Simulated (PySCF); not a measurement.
ClFH4SSi2. Atoms are numbered in the order given.

```xyz
9

Si    -1.8378     0.0338    -0.1594
F     -2.4674     0.7944     1.1470
S     -0.1138     1.0838    -0.9054
Si     1.3302     0.2504     0.4653
Cl     1.8920    -1.6762    -0.0812
H     -1.4538    -1.3478     0.2713
H     -2.8543     0.0587    -1.2551
H      0.7493     0.1747     1.8443
H      2.5297     1.1411     0.4004
```
Charge 0, spin multiplicity 1.

Geometry optimised at PBE-D3(BJ)/def2-SVP. The structure was generated by enumeration, and PubChem lists no compound with its InChIKey, so it may never have been made. The values are those of a single conformer.

All values below come from TDDFT-B3LYP/def2-SVPD in PySCF 2.14.0.

Vertical excitations. The molecule is in vacuum.

```json
[
 {"state": "S1", "energy (eV)": "6.06", "λ (nm)": "205", "f": "0.038", "main pairs": "HOMO→LUMO 95 %"},
 {"state": "S2", "energy (eV)": "6.43", "λ (nm)": "193", "f": "0.004", "main pairs": "HOMO→LUMO+1 86 %"},
 {"state": "S3", "energy (eV)": "6.59", "λ (nm)": "188", "f": "0.038", "main pairs": "HOMO→LUMO+2 92 %"},
 {"state": "S4", "energy (eV)": "6.86", "λ (nm)": "181", "f": "0.011", "main pairs": "HOMO−1→LUMO 87 %"},
 {"state": "S5", "energy (eV)": "7.01", "λ (nm)": "177", "f": "0.003", "main pairs": "HOMO→LUMO+4 84 %"},
 {"state": "S6", "energy (eV)": "7.06", "λ (nm)": "176", "f": "0.015", "main pairs": "HOMO−2→LUMO 53 %, HOMO→LUMO+3 33 %"},
 {"state": "S7", "energy (eV)": "7.15", "λ (nm)": "173", "f": "0.021", "main pairs": "HOMO→LUMO+3 37 %, HOMO−2→LUMO 36 %, HOMO−1→LUMO 7 %"},
 {"state": "S8", "energy (eV)": "7.44", "λ (nm)": "167", "f": "0.015", "main pairs": "HOMO−1→LUMO+1 52 %, HOMO−3→LUMO 25 %, HOMO−1→LUMO+2 12 %"},
 {"state": "S9", "energy (eV)": "7.47", "λ (nm)": "166", "f": "0.022", "main pairs": "HOMO−1→LUMO+2 63 %, HOMO−3→LUMO 17 %"},
 {"state": "S10", "energy (eV)": "7.56", "λ (nm)": "164", "f": "0.005", "main pairs": "HOMO−3→LUMO 39 %, HOMO→LUMO+5 28 %, HOMO−1→LUMO+1 21 %"},
 {"state": "T1", "energy (eV)": "5.61", "λ (nm)": "221", "f": "0", "main pairs": "HOMO→LUMO 95 %"},
 {"state": "T2", "energy (eV)": "6.10", "λ (nm)": "203", "f": "0", "main pairs": "HOMO→LUMO+1 85 %"},
 {"state": "T3", "energy (eV)": "6.21", "λ (nm)": "200", "f": "0", "main pairs": "HOMO→LUMO+2 93 %"},
 {"state": "T4", "energy (eV)": "6.51", "λ (nm)": "190", "f": "0", "main pairs": "HOMO−1→LUMO 84 %"}
]
```
Triplets are in the Tamm–Dancoff approximation, which puts them higher than full response would, so one can lie above its singlet here.
